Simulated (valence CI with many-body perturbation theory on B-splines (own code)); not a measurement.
# E1 line list for I V

Computed by relativistic CI+MBPT: three valence electrons over a frozen Dirac-Fock core [Kr] 4d10, radial functions for each j: 11 s, 11 p, 10 d, 8 f, 5 g, 2 h, with the one-electron correlation potential Σ1 (screened to all orders), the two-electron term Σ2, the three-electron term Σ3, Breit, model QED; selected single and double excitations, second order for the rest, scaled by the run's own slope (own B-spline code, finite nucleus).

No measured spectrum was set against this ion. As an estimate, levels hold to about 250 cm⁻¹ or 0.2 % of their energy and the worst to 1 %, as in measured heavy ions of charge 2 to 7; those with d or f electrons hold less well. The list stops below the first excitations out of the core.

Lines 1 to 50 of 595 in falling wavelength, among levels below 346370 cm⁻¹, chosen from the strongest by gf and those to the six lowest levels. Wavelengths and rates use the calculated energies, so an error of 400 cm⁻¹ moves a line at 2394 nm by 9.6 % and its rate by three times that or more. Electric multipoles are in the length gauge, E1 and E2 with the static RPA response of the core. Weak lines are less certain than strong ones. Lines between different terms over intervals too small for the method are left out, as are lines whose strength nearly cancels. Where a level lies close to another of its J and parity, the split of strength between their lines is uncertain. The highest levels of a list are the least certain.

Names give the largest LS component (configuration and term), which can be under half, so a name can repeat, a term be missing and a line seem to break the LS rules; names also repeat where a configuration has a term twice. Letters in brackets count levels of one name in rising energy.

| λ vac (nm) | Upper | Lower | A (s⁻¹) | S (a.u.) with core polarisation | S without |
| --- | --- | --- | --- | --- | --- |
| 2394 | 5s2 6f 2F°_7/2 | 5s 5p 6p 2D_5/2 [a] | 3.23e+05 | 1.75e+01 | 1.75e+01 |
| 1843 | 5s2 6f 2F°_5/2 | 5s2 7d 2D_5/2 | 3.16e+05 | 5.86e+00 | 5.88e+00 |
| 1819 | 5s2 6f 2F°_7/2 | 5s2 7d 2D_5/2 | 4.94e+06 | 1.18e+02 | 1.18e+02 |
| 1766 | 5s2 6f 2F°_5/2 | 5s2 7d 2D_3/2 | 5.21e+06 | 8.51e+01 | 8.53e+01 |
| 1360 | 5s 5p 6p 2D_3/2 [c] | 5s2 8p 2P°_1/2 | 2.41e+06 | 1.20e+01 | 1.20e+01 |
| 1350 | 5s2 6f 2F°_5/2 | 4f 5s 5p 2G_7/2 [b] | 2.48e+06 | 1.81e+01 | 1.80e+01 |
| 1210 | 5s2 5f 2F°_7/2 | 5s2 6d 2D_5/2 | 6.25e+06 | 4.37e+01 | 4.40e+01 |
| 1185 | 5s2 6f 2F°_7/2 | 4f 5s 5p 2G_9/2 [b] | 3.73e+06 | 2.45e+01 | 2.44e+01 |
| 1184 | 5s2 8p 2P°_1/2 | 5s 5p 6p 2S_1/2 [a] | 4.16e+06 | 6.81e+00 | 6.83e+00 |
| 1096 | 5s2 5f 2F°_5/2 | 5s2 6d 2D_3/2 | 8.99e+06 | 3.50e+01 | 3.53e+01 |
| 1087 | 5s 5p 6p 2D_5/2 [b] | 5s2 8p 2P°_3/2 | 1.04e+07 | 3.96e+01 | 3.96e+01 |
| 1072 | 5s2 8p 2P°_1/2 | 5s2 8s 2S_1/2 | 3.48e+07 | 4.23e+01 | 4.24e+01 |
| 1062 | 5s2 8p 2P°_3/2 | 5s 5p 6p 2S_1/2 [a] | 5.91e+06 | 1.40e+01 | 1.40e+01 |
| 999.0 | 5s2 8p 2P°_3/2 | 4f 5s 5p 2D_5/2 [b] | 1.54e+07 | 3.03e+01 | 3.03e+01 |
| 970.5 | 5s2 8p 2P°_3/2 | 5s2 8s 2S_1/2 | 4.54e+07 | 8.19e+01 | 8.21e+01 |
| 959.6 | 5s2 8p 2P°_1/2 | 4f 5s 5p 2D_3/2 [b] | 2.14e+07 | 1.87e+01 | 1.87e+01 |
| 919.8 | 5s 5p 6p 2P_3/2 | 5s2 8p 2P°_1/2 | 2.73e+06 | 4.19e+00 | 4.19e+00 |
| 887.4 | 5s 5p 5d 2P°_3/2 [b] | 5s2 7s 2S_1/2 | 4.15e+06 | 5.73e+00 | 5.79e+00 |
| 877.7 | 5s2 8p 2P°_3/2 | 4f 5s 5p 2D_3/2 [b] | 2.57e+06 | 3.42e+00 | 3.42e+00 |
| 752.3 | 5s 5p 5d 2F°_7/2 [b] | 5s2 6d 2D_5/2 | 9.01e+06 | 1.51e+01 | 1.52e+01 |
| 685.5 | 5s 5p 5d 2F°_5/2 [b] | 5s2 6d 2D_3/2 | 6.43e+06 | 6.14e+00 | 6.16e+00 |
| 666.0 | 5s 5p 6p 2S_1/2 [b] | 5s2 8p 2P°_3/2 | 1.70e+07 | 4.97e+00 | 4.97e+00 |
| 665.8 | 5p2 5d 2P_3/2 | 5s2 8p 2P°_1/2 | 9.70e+06 | 5.65e+00 | 5.66e+00 |
| 658.6 | 5s2 8d 2D_3/2 | 5s2 8p 2P°_3/2 | 2.40e+07 | 1.35e+01 | 1.36e+01 |
| 651.1 | 5s2 8s 2S_1/2 | 5s 5p 6s 2P°_3/2 [b] | 8.31e+06 | 2.26e+00 | 2.28e+00 |
| 641.6 | 5s2 8p 2P°_3/2 | 5s 5p 6p 2D_5/2 [a] | 1.60e+07 | 8.36e+00 | 8.35e+00 |
| 625.5 | 5s 5p 6p 2S_1/2 [b] | 5s2 8p 2P°_1/2 | 1.01e+07 | 2.44e+00 | 2.45e+00 |
| 618.9 | 5s2 8d 2D_3/2 | 5s2 8p 2P°_1/2 | 1.35e+08 | 6.33e+01 | 6.35e+01 |
| 618.4 | 5s2 8p 2P°_1/2 | 5s2 7d 2D_3/2 | 1.13e+08 | 2.65e+01 | 2.64e+01 |
| 615.1 | 5s2 7p 2P°_1/2 | 5s2 7s 2S_1/2 | 8.53e+07 | 1.96e+01 | 1.98e+01 |
| 591.5 | 5s2 8p 2P°_3/2 | 5s2 7d 2D_5/2 | 1.04e+08 | 4.23e+01 | 4.22e+01 |
| 583.3 | 5s2 8p 2P°_3/2 | 5s2 7d 2D_3/2 | 1.22e+07 | 4.79e+00 | 4.77e+00 |
| 571.3 | 5s2 6g 2G_9/2 | 5s2 6f 2F°_7/2 | 2.51e+08 | 2.31e+02 | 2.31e+02 |
| 570.7 | 5s2 6g 2G_7/2 | 5s2 6f 2F°_7/2 | 8.96e+06 | 6.58e+00 | 6.59e+00 |
| 568.4 | 5s2 6g 2G_7/2 | 5s2 6f 2F°_5/2 | 2.44e+08 | 1.77e+02 | 1.77e+02 |
| 559.9 | 5s 5p 6p 2D_3/2 [c] | 5s2 6f 2F°_5/2 | 1.43e+07 | 4.96e+00 | 4.91e+00 |
| 535.9 | 5s2 7p 2P°_3/2 | 5s2 7s 2S_1/2 | 1.17e+08 | 3.56e+01 | 3.59e+01 |
| 525.6 | 5s 5p 5d 2P°_3/2 [b] | 5s2 6d 2D_5/2 | 1.62e+07 | 4.64e+00 | 4.65e+00 |
| 505.1 | 5s2 5g 2G_7/2 | 5s 5p 5d 2F°_5/2 [b] | 6.66e+06 | 3.39e+00 | 3.20e+00 |
| 498.2 | 5s2 5g 2G_9/2 | 5s 5p 5d 2F°_7/2 [b] | 1.37e+07 | 8.34e+00 | 7.98e+00 |
| 487.0 | 5s2 6f 2F°_5/2 | 5s2 5g 2G_7/2 | 4.08e+07 | 1.40e+01 | 1.40e+01 |
| 485.3 | 5s 5p 6p 2D_5/2 [b] | 5s2 6f 2F°_7/2 | 2.27e+07 | 7.66e+00 | 7.59e+00 |
| 476.8 | 5s2 6f 2F°_7/2 | 5s2 5g 2G_9/2 | 3.85e+07 | 1.65e+01 | 1.65e+01 |
| 450.7 | 5s2 7d 2D_3/2 | 5s2 7p 2P°_3/2 | 3.45e+07 | 6.24e+00 | 6.28e+00 |
| 445.9 | 5s2 7d 2D_5/2 | 5s2 7p 2P°_3/2 | 2.04e+08 | 5.35e+01 | 5.40e+01 |
| 445.7 | 4f 5s 5p 2D_3/2 [a] | 5s 5p 5d 2P°_1/2 [a] | 1.42e+07 | 2.48e+00 | 2.58e+00 |
| 421.1 | 5s 5p 6p 2D_5/2 [a] | 5s2 7p 2P°_3/2 | 8.87e+06 | 1.96e+00 | 1.93e+00 |
| 406.6 | 5s2 7d 2D_3/2 | 5s2 7p 2P°_1/2 | 2.18e+08 | 2.90e+01 | 2.92e+01 |
| 405.4 | 5s2 7p 2P°_1/2 | 5s2 6d 2D_3/2 | 2.28e+08 | 1.50e+01 | 1.49e+01 |
| 402.5 | 5s2 6h 2H°_9/2 | 4f 5s 5p 2G_7/2 [b] | 1.40e+08 | 4.51e+01 | 4.48e+01 |
